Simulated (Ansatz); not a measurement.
CH7BClNSi (`BN[SiH](C)Cl`), relaxed with RKS PBE0-D4/def2-TZVP in Ansatz from a PBE-D4/def2-SVP geometry. The force threshold is 0.005 eV/Å; the program also tests the step.

The species carries charge 0 and has multiplicity 1.

Start:

```xyz
12

B     1.832    0.062    0.730
N     1.083    0.733   -0.259
Si   -0.627    0.532   -0.662
C    -1.400   -0.848    0.326
Cl   -0.756    0.095   -2.704
H     1.289   -0.775    1.429
H     3.010    0.332    0.873
H     1.588    1.428   -0.823
H    -1.333    1.845   -0.491
H    -0.857   -1.798    0.154
H    -2.456   -0.984    0.016
H    -1.375   -0.622    1.410
```

Problem. By how much does the energy fall, and how many steps does the optimiser take? (An estimate is asked.)

Solution. Computed: 0.06 eV, in 14 steps, 1 of them rejected.

Problem. Which bonds change most? (Estimate.)

Solution. Computed: N2–Si3 from 1.769 to 1.737 Å; Si3–Cl5 from 2.092 to 2.064 Å; B1–H7 from 1.218 to 1.197 Å; B1–H6 from 1.217 to 1.197 Å.

Problem. Give the relaxed structure. (Estimate.)

Solution. Ansatz gave: 
```xyz
12

B     1.825    0.031    0.686
N     1.055    0.762   -0.226
Si   -0.608    0.516   -0.663
C    -1.391   -0.820    0.343
Cl   -0.696    0.012   -2.663
H     1.327   -0.885    1.274
H     2.968    0.335    0.871
H     1.523    1.522   -0.703
H    -1.325    1.809   -0.559
H    -0.876   -1.772    0.202
H    -2.431   -0.941    0.033
H    -1.371   -0.570    1.406
```
